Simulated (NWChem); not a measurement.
Species: GeHF, singlet; SMILES [GeH][F]

```xyz
3

Ge     0.0450     0.3723     0.0000
H     -1.5580     0.5412     0.0000
F      0.0133    -1.3840     0.0000
```
Atoms are numbered in this order, from 1.

Low-valent species are run as closed-shell singlets; no triplet was tried in these runs. Structure relaxed at the PBE0/def2-SVP level.

Symmetry labels are those of Cs in the frame above (b1 and b2, or b-type labels, depend on it).

### Question
List the 6 lowest vertical singlet excitations and the 6 lowest triplet ones from PBE/def2-SVP, TDA (NWChem).

### Answer
| state | energy (eV) | oscillator strength | symmetry | leading excitation (squared amplitude) |
|---|---|---|---|---|
| S1 | 2.93 | 0.020 | a" | HOMO → LUMO (0.98) |
| S2 | 5.73 | 0.022 | a" | HOMO−1 → LUMO (0.90) |
| S3 | 5.83 | 0.042 | a' | HOMO → LUMO+1 (0.91) |
| S4 | 6.40 | 0.035 | a" | HOMO−3 → LUMO (0.91) |
| S5 | 6.98 | 0.028 | a' | HOMO−2 → LUMO (0.82) |
| S6 | 8.41 | 0.392 | a' | HOMO → LUMO+2 (0.59) |
| T1 | 1.88 | spin-forbidden | a" | HOMO → LUMO (0.99) |
| T2 | 4.78 | spin-forbidden | a' | HOMO → LUMO+1 (0.98) |
| T3 | 5.13 | spin-forbidden | a" | HOMO−1 → LUMO (0.97) |
| T4 | 5.41 | spin-forbidden | a' | HOMO−2 → LUMO (1.00) |
| T5 | 5.84 | spin-forbidden | a" | HOMO−3 → LUMO (0.97) |
| T6 | 6.33 | spin-forbidden | a' | HOMO → LUMO+2 (0.98) |
